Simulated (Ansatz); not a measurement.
`N=C[Si](O)(F)[SiH3]` + H₂S → `O[Si](F)([SiH3])S` + `C=N`  (ligand exchange at the Si–C bond)

Gas-phase electronic energies from Ansatz, PBE0-D4/def2-TZVP geometries. CCSD(T)/CBS is the MP2 limit (def2-TZVPP, def2-QZVPP) plus CCSD(T) − MP2 in def2-TZVPP, frozen cores. This one scheme is used for every species. DFT in def2-TZVPP. Each species was taken in one conformer, which may not be the lowest.

Q: Is it downhill or uphill in electronic energy at CCSD(T)/CBS, and by how much? (Best estimate.)

A: The calculation gave: Downhill: ΔE = -67.8 kJ/mol.

Q: What do these levels give: ωB97X-V, ωB97M-V, B2PLYP, PBE, PBE0, SCS-MP2/def2-TZVPP, CCSD(T)/def2-TZVPP, MP2/def2-QZVPP, SCS-MP2/def2-QZVPP, HF/CBS(def2), MP2/CBS(def2), CCSD/CBS(def2)? (An estimate is asked.)

A: Ansatz gave: ωB97X-V -67.0, ωB97M-V -67.0, B2PLYP -68.2, PBE -68.2, PBE0 -70.0, SCS-MP2/def2-TZVPP -68.0, CCSD(T)/def2-TZVPP -64.9, MP2/def2-QZVPP -71.4, SCS-MP2/def2-QZVPP -69.5, HF/CBS(def2) -71.9, MP2/CBS(def2) -72.8, CCSD/CBS(def2) -68.2 kJ/mol.

Largest T1 diagnostic among the species: 0.013.
